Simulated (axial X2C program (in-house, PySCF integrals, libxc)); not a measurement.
## Spin–orbit effects down a group: molecules with K (ions), PBE0

Calculated with an in-house relativistic program for diatomic molecules, spin-free (one-electron X2C) or two-component (2c: spin–orbit coupling with atomic mean-field Coulomb and Gaunt terms, which also bring small scalar terms), in Dyall basis sets with cores contracted in-house; open shells are unrestricted.

Basis sets: H dyall-v3z, K dyall-cv3z, Li dyall-cv3z, Na dyall-cv3z.

```
molecule   spin-free state  Re (Å)  ωe (cm⁻¹)  De (eV)  2c state  Re 2c (Å)  ωe 2c (cm⁻¹)  De 2c (eV)
     KH⁺  M_S = 1/2, Λ = 0   3.087      218.7     0.05   Ω = 1/2      3.087         218.7        0.05
    LiK⁺  M_S = 1/2, Λ = 0   3.860      146.5     0.58   Ω = 1/2      3.860         146.5        0.58
    NaK⁺  M_S = 1/2, Λ = 0   4.104       85.8     0.59   Ω = 1/2      4.104          85.8        0.59
```

Work out the shifts from the spin-free to the two-component result.



```json
{"molecule": "KH⁺", "2c state": "Ω = 1/2", "ΔRe (Å)": "0.000", "Δωe (cm⁻¹)": "0.0", "ΔDe (eV)": "0.00"}
{"molecule": "LiK⁺", "2c state": "Ω = 1/2", "ΔRe (Å)": "0.000", "Δωe (cm⁻¹)": "0.0", "ΔDe (eV)": "0.00"}
{"molecule": "NaK⁺", "2c state": "Ω = 1/2", "ΔRe (Å)": "0.000", "Δωe (cm⁻¹)": "0.0", "ΔDe (eV)": "0.00"}
```

Shifts of one unit in the last digit are rounding.

Fragments in 2c: K+ + H, K+ + Li, K+ + Na. Each entry is the lowest single determinant of a limited PBE0 search at one distance. De goes to single-determinant-based atoms at the same level (for ions the charge split of lowest energy) and is withheld (n/a) where an atom does not fit its ground term or J level. Main or longest-lived isotopes.
